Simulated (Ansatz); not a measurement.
C4H9LiO, charge -1, doublet, at a GFN2-xTB geometry (such geometries of metal compounds can be far from the true shape) (a state made from the parent by changing its charge; the spin is typed, not shown lowest) (a gas-phase anion, which may not be bound at this level). Base run: B3LYP/3-21G (Ansatz, a quantum-chemistry and plane-wave program).

Ansatz was given this input:
Ansatz 0.2 input:
```yaml
crystal:
  periodic: [false, false, false]
  atoms:
    - {symbol: Li, position_ang: [1.01914719, 1.96511518, 2.02962093]}
    - {symbol: O, position_ang: [0.42525215, 0.81996935, 0.84688519]}
    - {symbol: C, position_ang: [-0.02303407, -0.04441420, -0.04587211]}
    - {symbol: C, position_ang: [1.00456360, -1.18741221, -0.31372590]}
    - {symbol: C, position_ang: [-1.34933231, -0.72249792, 0.41811336]}
    - {symbol: C, position_ang: [-0.31499227, 0.63776187, -1.41829453]}
    - {symbol: H, position_ang: [0.63768630, -1.90422918, -1.05132520]}
    - {symbol: H, position_ang: [1.21056439, -1.71112513, 0.61918768]}
    - {symbol: H, position_ang: [1.93793089, -0.75456600, -0.67220735]}
    - {symbol: H, position_ang: [-1.17747962, -1.23946630, 1.36164377]}
    - {symbol: H, position_ang: [-1.72329582, -1.43791531, -0.31728280]}
    - {symbol: H, position_ang: [-2.10541501, 0.04402891, 0.58489126]}
    - {symbol: H, position_ang: [0.59923216, 1.09708597, -1.79280002]}
    - {symbol: H, position_ang: [-1.05606975, 1.42402205, -1.27815750]}
    - {symbol: H, position_ang: [-0.68584198, -0.07356057, -2.15921905]}
basis:
  gaussian:
    orbitals: 3-21G.json
hamiltonian:
  xc: b3lyp
total_charge: -1
magnetization: {spin_polarized: true, initial_magnetization: 1}
```
The basis file holds 3-21G in the JSON format of the Basis Set Exchange.

The base run was repeated with changes; each row names its change, and settings that it needs were set with it.

```json
[
 {"change": "base", "basis functions": "72", "E (Eh)": "-239.32909", "core-seconds (rough)": "7"},
 {"change": "basis = pcseg-0", "basis functions": "69", "E (Eh)": "-240.01823", "core-seconds (rough)": "5"},
 {"change": "basis = def2-SV(P)", "basis functions": "?", "E (Eh)": "?", "core-seconds (rough)": "8"},
 {"change": "basis = 6-31G*", "basis functions": "108", "E (Eh)": "-240.63619", "core-seconds (rough)": "7"},
 {"change": "basis = pc-1", "basis functions": "124", "E (Eh)": "-240.59969", "core-seconds (rough)": "7"},
 {"change": "basis = 6-31+G*", "basis functions": "?", "E (Eh)": "?", "core-seconds (rough)": "60"},
 {"change": "basis = 6-31G**", "basis functions": "135", "E (Eh)": "-240.64891", "core-seconds (rough)": "8"},
 {"change": "basis = 6-311++G**", "basis functions": "195", "E (Eh)": "-240.72446", "core-seconds (rough)": "70"},
 {"change": "basis = 6-311+G(2d,p)", "basis functions": "?", "E (Eh)": "?", "core-seconds (rough)": "70"},
 {"change": "basis = aug-cc-pVDZ", "basis functions": "219", "E (Eh)": "-240.67787", "core-seconds (rough)": "90"},
 {"change": "basis = def2-TZVPD", "basis functions": "?", "E (Eh)": "?", "core-seconds (rough)": "100"},
 {"change": "basis = pc-2", "basis functions": "291", "E (Eh)": "-240.75130", "core-seconds (rough)": "20"},
 {"change": "basis = def2-TZVPP", "basis functions": "300", "E (Eh)": "-240.74289", "core-seconds (rough)": "20"}
]
```

**Question.** Complete the blanks.

**Answer.** 
- basis = def2-SV(P), basis functions: 97
- basis = def2-SV(P), E (Eh): -240.44446
- basis = 6-31+G*, basis functions: 132
- basis = 6-31+G*, E (Eh): -240.65857
- basis = 6-311+G(2d,p), basis functions: 216
- basis = 6-311+G(2d,p), E (Eh): -240.72864
- basis = def2-TZVPD, basis functions: 286
- basis = def2-TZVPD, E (Eh): -240.74566

Totals compare only among sets that treat the same electrons; sets with core potentials leave the core out.

A gas-phase anion may not be bound at this level; its values then depend on the basis.
